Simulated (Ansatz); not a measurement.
Basis sets compared for the cluster Hg₃⁺ (the lowest doublet isomer of a short search). The state is a doublet with charge 1. Geometry PBE/def2-TZVP. Ansatz on 4 threads of Arm Neoverse V1 on a shared host; times are rough, and most runs start from earlier orbitals.

```csv
atom,x (Å),y (Å),z (Å)
Hg1,0.0029,0.0028,0.0034
Hg2,-0.8719,-1.7124,2.1425
Hg3,0.8690,1.7096,-2.1459
```

In the def2 sets Hg takes a core potential; there is no spin–orbit coupling. The structure comes from a short search, and lower isomers may exist.

```json
{"level": "PBE/def2-SVP", "functions": "96", "energy (Eh)": "-460.3630", "HOMO (eV)": "-10.27", "LUMO (eV)": "-9.94", "wall time": "1.6 s"}
{"level": "PBE0/def2-SVP", "functions": "96", "energy (Eh)": "-460.2420", "HOMO (eV)": "-10.85", "LUMO (eV)": "-9.11", "wall time": "2.1 s"}
```

**Question.** Estimate the rows for PBE/def2-TZVP, PBE0/def2-TZVP.

**Answer.** 
| level | functions | energy (Eh) | HOMO (eV) | LUMO (eV) | wall time |
| --- | --- | --- | --- | --- | --- |
| PBE/def2-TZVP | 129 | -460.3832 | -10.28 | -9.92 | 2.3 s |
| PBE0/def2-TZVP | 129 | -460.2621 | -10.84 | -9.06 | 4 s |
